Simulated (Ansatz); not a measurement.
Consider the formal exchange of groups at a C–N bond: `C[N]1[CH2][SnH2]1` + `CBBN` → `CB(C)BN` + `[CH2]1[NH][SnH2]1`.

Calculated with Ansatz (gas phase, PBE0-D4/def2-TZVP geometries, no zero-point term in ΔE). CCSD(T)/CBS is the MP2 limit (def2-TZVPP, def2-QZVPP) plus CCSD(T) − MP2 in def2-TZVPP, frozen cores. def2 core potentials past Kr. For Sn outer-core shells are correlated without core-valence functions, which leaves a few kJ/mol of doubt a bond. Each species was taken in one conformer, which may not be the lowest.

| species | CCSD/def2-TZVPP energy (Eh) |
| --- | --- |
| `C[N]1[CH2][SnH2]1` | -348.49626 |
| `CBBN` | -146.47548 |
| `CB(C)BN` | -185.72555 |
| `[CH2]1[NH][SnH2]1` | -309.26934 |

Q: Work out ΔE.

A: ΔE = (-185.72555) + (-309.26934) − (-348.49626) − (-146.47548) = -0.02315 Eh = -60.8 kJ/mol. CCSD(T)/CBS gives -64.7 kJ/mol.

Largest T1 diagnostic among the species: 0.016.

In def2-TZVPP, CCSD(T) changes the Hartree–Fock value by −13.2 kJ/mol (the triples alone add −1.7 kJ/mol) and MP2 by −15.6 kJ/mol.
